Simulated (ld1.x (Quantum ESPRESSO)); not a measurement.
## Pseudopotential generation for B: TM, PBEsol, scalar-relativistic.

The input file (ld1.x (Quantum ESPRESSO) 7.5):

```
&input
   title='B', zed=5., rel=1, dft='PBESOL', iswitch=3,
   config='[He] 2s1 2p2',
   nld=2, rlderiv=2.15, eminld=-15.0, emaxld=5.0, deld=0.04
 /
 &inputp
   pseudotype=2, tm=.true., lloc=0,
   nlcc=.false.,
   file_pseudopw='B.UPF', file_wfcaegen='ae.wfc', file_wfcncgen='nc.wfc', file_beta='beta', file_chi='chi'
 /
2
2P  2  1   2.00   0.00  1.95  1.95  0.0
1S  1  0   2.00   0.00  0.30  0.30  0.0
 &test
   configts(1)='1s2 2s1 2p2'
 /
```

Command:

```bash
ld1.x < B.in > B.out
```

Resulting log (shortened: banner, matrices, multipoles, cross overlaps and the repeated all-electron block are left out):

```
Program LD1 v.7.5
     --------------------------- All-electron run ----------------------------

     B
     scalar relativistic calculation

     atomic number is  5.00
     dft =PBESOL   lsd =0 sic =0 latt =0  beta=0.20 tr2=1.0E-14
     Exchange-correlation= PBESOL
                           (   1   4  10   8   0   0   0)
     mesh =1059 r(mesh) = 101.04461 a.u. xmin = -7.00 dx = 0.01250
     1 Ry =  13.60569312 eV, c = 137.03599908

     n l     nl                  e(Ry)          e(Ha)          e(eV)
     1 0     1S 1( 2.00)       -13.2806        -6.6403      -180.6920
     2 0     2S 1( 1.00)        -0.7237        -0.3619        -9.8468
     2 1     2P 1( 2.00)        -0.2952        -0.1476        -4.0167

     final scf error:  4.5E-15 reached in  35 iterations

     Etot =     -48.511915 Ry,     -24.255957 Ha,    -660.038223 eV

     Ekin =      48.309476 Ry,      24.154738 Ha,     657.283899 eV
     Encl =    -112.364667 Ry,     -56.182334 Ha,   -1528.799182 eV
     Eh   =      22.756330 Ry,      11.378165 Ha,     309.615642 eV
     Exc  =      -7.213053 Ry,      -3.606526 Ha,     -98.138581 eV

     normalization and overlap integrals

     s(1S/1S) =  1.000000  <r> =   0.3300  <r2> =    0.1480  r(max) =   0.2103
     s(2S/2S) =  1.000000  <r> =   1.9457  <r2> =    4.5611  r(max) =   1.5152
     s(2P/2P) =  1.000000  <r> =   2.2521  <r2> =    6.5448  r(max) =   1.5731

     ------------------------ End of All-electron run ------------------------

     --------------------- Generating NC pseudopotential ---------------------

      Generating local pot.: lloc=0, matching radius rcloc =   0.3000

      Wfc   2P  rcut= 1.946  Using Troullier-Martins method

     ------------------- End of pseudopotential generation -------------------

     Computing logarithmic derivative in   2.13685
     Computing logarithmic derivative in   2.13685
     Computing the partial wave expansion
       no projector for channel:   0
     R is outside the sphere for l=    1 j= 0.00

     ---------------------- Testing the pseudopotential ----------------------

     B
     scalar relativistic calculation

     atomic number is  5.00   valence charge is  5.00
     dft =PBESOL   lsd =0 sic =0 latt =0  beta=0.20 tr2=1.0E-14
     mesh =1059 r(mesh) = 101.04461 xmin = -7.00 dx = 0.01250

     n l     nl             e AE (Ry)        e PS (Ry)    De AE-PS (Ry)
     1 0     1S   1( 2.00)      -13.28061      -13.28179        0.00118
     2 0     2S   1( 1.00)       -0.72373       -0.72238       -0.00135
     2 1     2P   1( 2.00)       -0.29522       -0.29522        0.00000

     eps = 6.9E-15  iter = 18

     Etot =     -48.511915 Ry,     -24.255957 Ha,    -660.038223 eV
     Etotps =   -48.353038 Ry,     -24.176519 Ha,    -657.876601 eV

     Ekin =      46.106253 Ry,      23.053126 Ha,     627.307523 eV
     Encl =    -109.829707 Ry,     -54.914854 Ha,   -1494.309292 eV
     Ehrt =      22.579545 Ry,      11.289772 Ha,     307.210355 eV
     Ecxc =      -7.148451 Ry,      -3.574225 Ha,     -97.259626 eV
     Epseu=      -0.060678 Ry,      -0.030339 Ha,      -0.825562 eV

     ---------------------- End of pseudopotential test ----------------------
```

Generation and configuration tests took about 0.81 s on one core of a shared server CPU.

Transferability test of the new file with ld1.x, input:

```
&input
   title='B', zed=5., rel=1, dft='PBESOL', iswitch=2,
   config='[He] 2s1 2p2'
 /
 &test
   file_pseudo='B.UPF', nconf=8,
   configts(1)='1s2 2s1 2p2',
   configts(2)='1s2 2s2 2p1',
   configts(3)='1s2 2s2 2p0',
   configts(4)='1s2 2s1 2p0',
   configts(5)='1s2 2s0 2p0',
   configts(6)='1s2 2s2 2p0.5',
   configts(7)='1s1 2s2 2p1',
   configts(8)='1s2 2s2 2p1.3'
 /
```

```bash
ld1.x < B.test.in > B.test.out
```

Pseudopotential blocks of its output, shortened (energy terms left out; the distinct warnings before each block abridged to one line each):

```
     ---------------------- Testing the pseudopotential ----------------------

     n l     nl             e AE (Ry)        e PS (Ry)    De AE-PS (Ry)
     1 0     1S   1( 2.00)      -13.28061      -13.28179        0.00118
     2 0     2S   1( 1.00)       -0.72373       -0.72238       -0.00135
     2 1     2P   1( 2.00)       -0.29522       -0.29522        0.00000

     eps = 9.2E-15  iter = 17

     Etot =     -48.511915 Ry,     -24.255957 Ha,    -660.038223 eV
     Etotps =   -48.353038 Ry,     -24.176519 Ha,    -657.876601 eV

     ---------------------- End of pseudopotential test ----------------------

          ---------------------- Testing the pseudopotential ----------------------

     n l     nl             e AE (Ry)        e PS (Ry)    De AE-PS (Ry)
     1 0     1S   1( 2.00)      -13.19660      -13.18387       -0.01273  !
     2 0     2S   1( 2.00)       -0.68803       -0.68603       -0.00200
     2 1     2P   1( 1.00)       -0.26131       -0.26131       -0.00000

     eps = 5.2E-15  iter = 15

     Etot =     -48.939619 Ry,     -24.469810 Ha,    -665.857443 eV
     Etotps =   -48.779077 Ry,     -24.389539 Ha,    -663.673155 eV
     dEtot_ae =      -0.427705 Ry
     dEtot_ps =      -0.426039 Ry,   Delta E=      -0.001666 Ry

     ---------------------- End of pseudopotential test ----------------------

          ---------------------- Testing the pseudopotential ----------------------

     n l     nl             e AE (Ry)        e PS (Ry)    De AE-PS (Ry)
     1 0     1S   1( 2.00)      -14.15084      -14.11829       -0.03255  !
     2 0     2S   1( 2.00)       -1.42426       -1.41896       -0.00530  !
     2 1     2P   1( 0.00)       -0.97362       -0.96933       -0.00430

     eps = 6.1E-15  iter = 14

     Etot =     -48.341382 Ry,     -24.170691 Ha,    -657.718009 eV
     Etotps =   -48.182328 Ry,     -24.091164 Ha,    -655.553964 eV
     dEtot_ae =       0.170533 Ry
     dEtot_ps =       0.170711 Ry,   Delta E=      -0.000178 Ry

     ---------------------- End of pseudopotential test ----------------------

          ---------------------- Testing the pseudopotential ----------------------

     n l     nl             e AE (Ry)        e PS (Ry)    De AE-PS (Ry)
     1 0     1S   1( 2.00)      -15.43619      -15.39768       -0.03851  !
     2 0     2S   1( 1.00)       -2.29896       -2.29033       -0.00863  !
     2 1     2P   1( 0.00)       -1.85728       -1.86106        0.00378

     eps = 1.7E-15  iter = 14

     Etot =     -46.484682 Ry,     -23.242341 Ha,    -632.456312 eV
     Etotps =   -46.332540 Ry,     -23.166270 Ha,    -630.386325 eV
     dEtot_ae =       2.027233 Ry
     dEtot_ps =       2.020498 Ry,   Delta E=       0.006735 Ry

     ---------------------- End of pseudopotential test ----------------------

          Warning: n=2, l=1 expected 0 nodes, found 1
     ---------------------- Testing the pseudopotential ----------------------

     n l     nl             e AE (Ry)        e PS (Ry)    De AE-PS (Ry)
     1 0     1S   1( 2.00)      -16.91667      -16.87089       -0.04578  !
     2 0     2S   1( 0.00)       -3.05476       -3.04186       -0.01290  !
     2 1     2P   1( 0.00)       -2.68335       -2.68335        0.00000

     eps = 7.3E-15  iter = 13

     Etot =     -43.753791 Ry,     -21.876895 Ha,    -595.300651 eV
     Etotps =   -43.612117 Ry,     -21.806059 Ha,    -593.373083 eV
     dEtot_ae =       4.758124 Ry
     dEtot_ps =       4.740921 Ry,   Delta E=       0.017203 Ry

     ---------------------- End of pseudopotential test ----------------------

          ---------------------- Testing the pseudopotential ----------------------

     n l     nl             e AE (Ry)        e PS (Ry)    De AE-PS (Ry)
     1 0     1S   1( 2.00)      -13.62439      -13.60408       -0.02031  !
     2 0     2S   1( 2.00)       -1.03096       -1.02797       -0.00298
     2 1     2P   1( 0.50)       -0.58868       -0.58753       -0.00115

     eps = 1.4E-15  iter = 14

     Etot =     -48.729751 Ry,     -24.364876 Ha,    -663.002041 eV
     Etotps =   -48.569431 Ry,     -24.284715 Ha,    -660.820772 eV
     dEtot_ae =      -0.217837 Ry
     dEtot_ps =      -0.216393 Ry,   Delta E=      -0.001444 Ry

     ---------------------- End of pseudopotential test ----------------------

          BEWARE! Errors in PS-KS equations
     Warning: n=2, l=0 expected 1 nodes, found 2
     ---------------------- Testing the pseudopotential ----------------------

     n l     nl             e AE (Ry)        e PS (Ry)    De AE-PS (Ry)
     1 0     1S   1( 1.00)      -17.13928      -18.54453        1.40525  !
     2 0     2S   1( 2.00)       -1.73397       -2.75289        1.01892  !
     2 1     2P   1( 1.00)       -1.29222       -1.29222        0.00000

     eps = 6.2E-15  iter = 29

     Etot =     -33.808005 Ry,     -16.904002 Ha,    -459.981338 eV
     Etotps =   -33.169306 Ry,     -16.584653 Ha,    -451.291395 eV
     dEtot_ae =      14.703910 Ry
     dEtot_ps =      15.183733 Ry,   Delta E=      -0.479823 Ry

     ---------------------- End of pseudopotential test ----------------------

          ---------------------- Testing the pseudopotential ----------------------

     n l     nl             e AE (Ry)        e PS (Ry)    De AE-PS (Ry)
     1 0     1S   1( 2.00)      -12.99371      -12.98304       -0.01067  !
     2 0     2S   1( 2.00)       -0.51340       -0.51161       -0.00178
     2 1     2P   1( 1.30)       -0.09855       -0.09871        0.00016

     eps = 2.1E-15  iter = 16

     Etot =     -48.992867 Ry,     -24.496434 Ha,    -666.581914 eV
     Etotps =   -48.832357 Ry,     -24.416178 Ha,    -664.398063 eV
     dEtot_ae =      -0.480952 Ry
     dEtot_ps =      -0.479319 Ry,   Delta E=      -0.001634 Ry

     ---------------------- End of pseudopotential test ----------------------
```
